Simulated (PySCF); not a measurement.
C3H9AlO. Atoms are numbered in the order given.

```xyz
14

Al    -0.4496     1.1989     0.5802
H     -2.0127     1.2915     0.8538
O      0.5458     2.5199     1.0184
H      0.2458     3.3384     1.4241
C      0.4389    -0.3408    -0.2379
C     -0.4540    -1.5462    -0.5751
C      0.3042    -2.7088    -1.2178
H      1.2617    -0.6528     0.4346
H      0.9536     0.0163    -1.1517
H     -0.9590    -1.9060     0.3401
H     -1.2709    -1.2304    -1.2494
H      0.7854    -2.3940    -2.1590
H     -0.3620    -3.5567    -1.4475
H      1.1010    -3.0777    -0.5503
```
Charge 0, spin multiplicity 1.

Coordinates come from a B3LYP-D3(BJ)/def2-SVP optimisation. One conformer was computed; it need not be the lowest.

These are PBE/def2-TZVP in PySCF values and carry that method's errors.

ESP charges are fitted to the potential on shells at 1.4 to 2.0 van der Waals radii. Atomic charges (e):

```
atom  meta-Löwdin  Löwdin  ESP fit  Mulliken
----  -----------  ------  -------  --------
Al1          0.81    0.17     0.80      0.44
H2          -0.16   -0.11    -0.30     -0.10
O3          -0.75       …    -0.79     -0.51
H4           0.34       …     0.41      0.30
C5          -0.50   -0.40    -0.28     -0.38
C6          -0.18       …     0.27     -0.17
C7          -0.34   -0.33    -0.37     -0.33
H8           0.12       …     0.05      0.12
H9           0.12       …     0.05      0.12
H10          0.10    0.14    -0.05      0.10
H11          0.10    0.14    -0.05      0.10
H12          0.11       …     0.08      0.11
H13          0.11       …     0.09      0.11
H14          0.11       …     0.08      0.11
```

Some entries are withheld; supply them. (The exact figures need the calculation; the answer reports its results.)


- O3, Löwdin: -0.12
- H4, Löwdin: 0.17
- C6, Löwdin: -0.32
- H8, Löwdin: 0.16
- H9, Löwdin: 0.16
- H12, Löwdin: 0.12
- H13, Löwdin: 0.12
- H14, Löwdin: 0.12
